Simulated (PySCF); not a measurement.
Computed IR spectrum (relative IR intensity) of a molecule C2H8OSi2. Coordinates come from a PBE-D3(BJ)/def2-SVP optimisation. Other conformers were not sampled. Method: PBE-D3(BJ)/def2-SVP in PySCF. Frequencies are harmonic and unscaled.

Lines under 2 % of the strongest are left out, and lines within 2 cm⁻¹ are merged.

ν (cm⁻¹): 584 (vw), 656 (w), 698 (m), 712 (w), 716 (w), 863 (vs), 912 (w), 917 (w), 930 (m), 950 (w), 956 (s), 986 (vw), 1002 (vw), 1053 (s), 1365 (vw), 2138 (m), 2143 (m), 2159 (s), 2187 (m), 3051 (vw) (against the strongest line: vs over 80 %, s over 45 %, m over 15 %, w over 4 %, vw less)

Identify the compound among the candidates.
A) C=C[SiH2]O[SiH3]
B) O=CC[SiH2][SiH3]
C) O[C@@H]1C[SiH2][SiH2]1
D) CC1[SiH2]O[SiH2]1

A, C=C[SiH2]O[SiH3]
